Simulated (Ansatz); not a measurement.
A set of 12 reactions (atomization), with CCSD(T)/CBS values in kJ/mol:

```json
{"reaction": "`F[CH2][InH2]` → C• + F• + 4 H• + In•", "ΔE": "1990.5"}
{"reaction": "`NB(N)O[SiH3]` → B• + 7 H• + 2 N• + O• + Si•", "ΔE": "4523.3"}
{"reaction": "`CCB(F)S` → B• + 2 C• + F• + 6 H• + S•", "ΔE": "4313.2"}
{"reaction": "`FC[SiH2]BS` → B• + C• + F• + 6 H• + S• + Si•", "ΔE": "3706.5"}
{"reaction": "`C=C[CH2][Ge]([F])([O]C)[O]C` → 5 C• + F• + Ge• + 11 H• + 2 O•", "ΔE": "7973.9"}
{"reaction": "`S[SiH2][SnH3]` → 6 H• + S• + Si• + Sn•", "ΔE": "2362.8"}
{"reaction": "`[F][In]([F])[F]` → 3 F• + In•", "ΔE": "1243.2"}
{"reaction": "`O[SiH2]C(F)[TeH]` → C• + F• + 5 H• + O• + Si• + Te•", "ΔE": "3328.0"}
{"reaction": "`NC(N)=C[SiH3]` → 2 C• + 8 H• + 2 N• + Si•", "ΔE": "4713.1"}
{"reaction": "`C[SiH]1C=CS1` → 3 C• + 6 H• + S• + Si•", "ΔE": "4268.7"}
{"reaction": "`CB(N)[SiH2]O` → B• + C• + 8 H• + N• + O• + Si•", "ΔE": "4808.7"}
{"reaction": "`FC(F)(Cl)Br` → Br• + C• + Cl• + 2 F•", "ΔE": "1584.9"}
```

Isolated molecules relaxed with PBE0-D4/def2-TZVP in Ansatz; ΔE leaves out vibrations. CBS: MP2 limit from def2 TZ/QZ plus the TZ coupled-cluster correction, frozen cores. This one scheme is used for every species, atoms too. Functionals use def2-TZVPP. B3LYP here is the variant with VWN-RPA as its local correlation; programs differ in this. Open shells (•) are unrestricted, without spin–orbit coupling. Spin–orbit coupling would lower the free atoms: a little for B, C, Cl, F, O, S, Si; clearly for Br, Ge; strongly for In, Sn, Te. def2 core potentials past Kr. For Br, Ge, In, Sn, Te outer-core shells are correlated without core-valence functions, so the limit isn't a true one: a few kJ/mol of doubt a bond, and 10 to 20 or more in all where bonds break to atoms. Scalar relativity is left out up to krypton. One conformer a species, not always the lowest.

Task: Give the mean, mean absolute and largest difference (level minus CCSD(T)/CBS, kJ/mol) for: r2SCAN-D4, PBE0-D4, B3LYP-D4, ωB97M-V, PBE0, B3LYP, HF/def2-TZVPP, MP2/def2-TZVPP, SCS-MP2/def2-TZVPP, CCSD(T)/def2-TZVPP, HF/def2-QZVPP, SCS-MP2/def2-QZVPP, MP2/CBS(def2), CCSD/CBS(def2). (An estimate is asked.)

Result: The calculation gave: 
```tsv
level	mean	mean absolute	largest
r2SCAN-D4	6.0	18.3	37.9
PBE0-D4	-5.9	28.8	-61.9
B3LYP-D4	-10.3	25.5	-61.8
ωB97M-V	7.4	20.6	30.9
PBE0	-24.7	32.9	-69.8
B3LYP	-45.9	45.9	-106.0
HF/def2-TZVPP	-1049.8	1049.8	-2187.0
MP2/def2-TZVPP	-43.1	53.5	-115.7
SCS-MP2/def2-TZVPP	-62.7	62.7	-93.0
CCSD(T)/def2-TZVPP	-103.5	103.5	-183.0
HF/def2-QZVPP	-1043.5	1043.5	-2178.3
SCS-MP2/def2-QZVPP	6.1	16.0	-38.5
MP2/CBS(def2)	60.4	68.4	153.5
CCSD/CBS(def2)	-58.7	58.7	-123.5
```

The largest T1 diagnostic in the set is 0.018, for `[F][In]([F])[F]` (customary mark 0.02).

CCSD(T)/CBS is a level of theory with its own doubt, and the functionals carry their triple-zeta basis error, so these figures describe this set and don't rank the functionals.
